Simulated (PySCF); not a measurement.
C₃H₈GeSi, SMILES C#C[CH2][GeH2][SiH3].

Coordinates come from a r2SCAN-D4/def2-SVP optimisation. The structure was generated by enumeration, and PubChem lists no compound with its InChIKey, so it may never have been made. One conformer was computed; it need not be the lowest.

These are TDA-PBE/def2-SVPD run with PySCF 2.14.0 values and carry that method's errors.

Vertical excitations. Gas-phase values at a fixed geometry.

| state | energy (eV) | λ (nm) | f | main pairs |
|---|---|---|---|---|
| S1 | 5.57 | 222 | 0.001 | HOMO→LUMO 91 % |
| S2 | 5.81 | 213 | 0.041 | HOMO→LUMO+1 53 %, HOMO→LUMO+2 22 % |
| S3 | 5.88 | 211 | 0.006 | HOMO−1→LUMO 52 %, HOMO→LUMO+2 44 % |
| S4 | 5.91 | 210 | 0.042 | HOMO−1→LUMO 39 %, HOMO→LUMO+2 32 %, HOMO→LUMO+1 18 % |
| S5 | 5.95 | 208 | 0.005 | HOMO−1→LUMO+1 93 % |
| S6 | 6.08 | 204 | 0.010 | HOMO→LUMO+3 89 % |
| S7 | 6.26 | 198 | 0.009 | HOMO−1→LUMO+2 77 % |
| S8 | 6.34 | 195 | 0.006 | HOMO→LUMO+4 93 % |
| S9 | 6.44 | 193 | 0.002 | HOMO−1→LUMO+3 77 % |
| S10 | 6.63 | 187 | 0.015 | HOMO→LUMO+5 52 %, HOMO−1→LUMO+4 28 %, HOMO−2→LUMO+1 12 % |
| T1 | 5.01 | 248 | 0 | HOMO→LUMO+1 64 %, HOMO→LUMO+5 10 % |
| T2 | 5.39 | 230 | 0 | HOMO→LUMO 74 % |
| T3 | 5.50 | 225 | 0 | HOMO−1→LUMO+4 13 %, HOMO−1→LUMO+2 12 %, HOMO→LUMO+2 12 %, HOMO−1→LUMO+3 11 % |
| T4 | 5.53 | 224 | 0 | HOMO−1→LUMO+1 23 %, HOMO−1→LUMO+4 16 %, HOMO→LUMO+1 13 %, HOMO−1→LUMO+2 12 % |
Triplets are in the Tamm–Dancoff approximation.
